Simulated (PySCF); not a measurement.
Species: Si8Cl8 cube `Cl[Si]12[Si]3(Cl)[Si]4(Cl)[Si]1(Cl)[Si]1(Cl)[Si]2(Cl)[Si]3(Cl)[Si]41Cl`, charge 0, multiplicity 1, gas phase. Level: B3LYP-D3(BJ)/def2-SVP // PBE-D3(BJ)/def2-SVP (PySCF). B3LYP has the VWN-RPA correlation part, as in Gaussian.  1 Ha = 27.2114 eV.

| charge state | geometry | total energy (Ha) |
|---|---|---|
| parent | parent | -5996.37262 |
| ion | parent | -5996.08618 |
| ion | ion | -5996.09828 |
| parent | ion | -5996.36159 |

The ion has one electron fewer. Take an electronic coupling of 10 meV between two like neighbours (an assumed value) and 300 K.

Work out the inner reorganisation energy for hole transfer by the four-point rule, the barrier, and the Marcus rate of self-exchange.

Relaxation of the ion: E(ion at parent) − E(ion at ion) = 329 meV. Relaxation of the parent: E(parent at ion) − E(parent at parent) = 300 meV. λ = 629 meV, barrier λ/4 = 157 meV. With kT = 25.9 meV and ħ = 6.582 × 10⁻¹⁶ eV·s, k = (2π/ħ) t² (4πλkT)^(−1/2) exp(−λ/4kT) = 4.8 × 10^9 s⁻¹. The outer (medium) part of λ and nuclear tunnelling are left out. The geometries come from the level after //, so the two parts are single-point differences.
